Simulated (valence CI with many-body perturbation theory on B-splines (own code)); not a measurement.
## Ga XVII: key properties

Level of theory: configuration interaction combined with many-body perturbation theory (CI+MBPT): five valence electrons over a frozen Dirac-Fock core [Ne], radial functions for each j: 9 s, 9 p, 8 d, 6 f, 3 g, 1 h, with the one-electron correlation potential Σ1, the two-electron term Σ2, the three-electron term Σ3, Breit, model QED; selected CI, second order for the rest, scaled by the run's own slope (own B-spline code, finite nucleus).

No measured spectrum was set against this ion. As an estimate, levels of excited configurations hold to 0.05 to 0.15 % of their energy, terms of the ground configuration to about 0.5 %. Among the levels kept, up to 1600 cm⁻¹ of a level comes from second order outside the variational space, and about a tenth of that is noise between levels of different J, which matters for small intervals.

Rates and lifetimes use the calculated energies. Strong lines usually hold to 10 to 20 %, long lifetimes can be off by a factor of two.

Problem. What is the ground level?

Solution. 3s2 3p3 4S°_3/2, composition 86 % 3s2 3p3 4S° + 9 % 3s2 3p3 2P° + 2 % 3s2 3p3 2D°, g = 1.912.

Problem. What are the static dipole polarisabilities of the lowest levels?

Solution. 3s2 3p3 4S°_3/2 0.159 (tensor 0.0012); 3s2 3p3 2D°_3/2 0.157 (tensor 0.013); 3s2 3p3 2D°_5/2 0.159; 3s2 3p3 2P°_1/2 0.155 bohr³, of which the core gives 0.00242.

Problem. Where does the other parity begin?

Solution. At 3s 3p4 4P_5/2, 383440 cm⁻¹.

Problem. Name the longest-lived excited levels whose lifetime is computed, and their main decay.

Solution. 3s2 3p3 2D°_5/2 at 67961 cm⁻¹ lives 10.1 ms, mostly by M1 to 3s2 3p3 4S°_3/2; 3s2 3p3 2D°_3/2 at 53242 cm⁻¹ lives 1.18 ms, mostly by M1 to 3s2 3p3 4S°_3/2; 3s2 3p3 2P°_1/2 at 104970 cm⁻¹ lives 425 μs, mostly by M1 to 3s2 3p3 4S°_3/2. The lifetime of 3s2 3p2 3d 4F_9/2 is too uncertain to give, and may be longer. The lifetime of 3s2 3p2 3d 2G_9/2 is too uncertain to give, and may be longer.

Problem. What is the ionisation energy?

Solution. 594.01 eV; NIST lists 599.8 ± 1.4 eV (semi-empirical).

Problem. How well does LS coupling describe the low levels?

Solution. Among the lowest 20 levels the leading LS term, summed over configurations, holds 84 % on average. For single configurations the figures are 75 % in LS and 60 % in jj coupling. Terms mix most in the J = 1/2 level at 584460 cm⁻¹, where the leading one holds 51 %.

Problem. Among levels below 745970 cm⁻¹, which E1 lines absorb most strongly from the ground level?

Solution. to 3s2 3p2 3d 4P_5/2 at 14.42 nm, f = 0.512; to 3s2 3p2 3d 4P_3/2 at 14.25 nm, f = 0.329; to 3s2 3p2 3d 4P_1/2 at 14.18 nm, f = 0.147.
